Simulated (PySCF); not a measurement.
**Input and output**

Bi2OF4 (singlet). PySCF 2.14.0, RKS B3LYP, Bi def2-SVP with ECP60, O def2-SVP, F def2-SVP; non-relativistic Hamiltonian with scalar-relativistic core potentials where named; density fitting; no spin-orbit coupling. Purpose: singlet excitations, Tamm-Dancoff B3LYP.

```python
mol = gto.M(atom='''
Bi     0.58512     0.00000     1.98850
Bi     0.58512    -0.00000    -1.98850
O      1.22648     0.00000     0.00000
F     -0.79526     1.51519     1.94261
F     -0.79526    -1.51519     1.94261
F     -0.79526     1.51519    -1.94261
F     -0.79526    -1.51519    -1.94261''',
    basis={'Bi': 'def2-SVP', 'O': 'def2-SVP', 'F': 'def2-SVP'},
    ecp={'Bi': 'def2-SVP'},
    charge=0, spin=0)
mf = dft.RKS(mol, xc='B3LYP')
mf.grids.atom_grid = (50, 194)
mf = mf.density_fit()  # fitting sets: Bi def2-universal-JKFIT, O def2-universal-JKFIT, F def2-universal-JKFIT
mf.conv_tol = 1e-08; mf.max_cycle = 55
mf.kernel(dm0)  # dm0: converged density of the relaxed state
td = mf.TDA(); td.nstates = 8; td.kernel()
```

Run from Python with OMP_NUM_THREADS=2; the lines above give its settings. Where DIIS fails, smearing, a level shift and second-order steps follow.
It took 64 s on 2 threads of Arm Neoverse V1, on a shared host, from an already converged density.

Q: Where do the frontier levels lie, over both spins?

A: HOMO -8.49 eV, LUMO -1.98 eV. 

Q: What does the SCF print?

A: 
```
init E= -903.725533305626
cycle= 1 E= -903.725610981904  delta_E= -7.77e-05  |g|= 0.178  |ddm|= 0.347
cycle= 2 E= -903.70574544481  delta_E= 0.0199  |g|= 0.374  |ddm|= 0.403
cycle= 3 E= -903.731744938489  delta_E= -0.026  |g|= 0.0138  |ddm|= 0.263
cycle= 4 E= -903.731755511037  delta_E= -1.06e-05  |g|= 0.0123  |ddm|= 0.0198
cycle= 5 E= -903.731786942327  delta_E= -3.14e-05  |g|= 0.000955  |ddm|= 0.00927
cycle= 6 E= -903.731787120143  delta_E= -1.78e-07  |g|= 0.000145  |ddm|= 0.00129
cycle= 7 E= -903.731787125322  delta_E= -5.18e-09  |g|= 2.12e-05  |ddm|= 0.000196
Extra cycle  E= -903.731787125232  delta_E= 9.05e-11  |g|= 3.29e-05  |ddm|= 5.07e-05
converged SCF energy = -903.731787125232
```

Q: What are the Mulliken charges and spins?

A: 
| atom | charge (e) | spin (e) |
| --- | --- | --- |
| Bi1 | 1.283 | 0.000 |
| Bi2 | 1.283 | 0.000 |
| O3 | -0.759 | 0.000 |
| F4 | -0.452 | 0.000 |
| F5 | -0.452 | 0.000 |
| F6 | -0.452 | 0.000 |
| F7 | -0.452 | 0.000 |

Q: Which singlet excitations follow (Tamm-Dancoff, 8 states)?

A: 
| state | eV | oscillator strength |
| --- | --- | --- |
| 1 | 5.60 | 0.0004 |
| 2 | 5.78 | 0.0027 |
| 3 | 5.82 | 0.0538 |
| 4 | 5.96 | 0.0000 |
| 5 | 5.97 | 0.0570 |
| 6 | 6.08 | 0.1729 |
| 7 | 6.17 | 0.0000 |
| 8 | 6.25 | 0.0634 |
Functionals without range separation put charge-transfer states too low; the basis has no diffuse functions.

The geometry was relaxed with BP86 (Bi def2-SVP with ECP60, O def2-SVP, F def2-SVP).
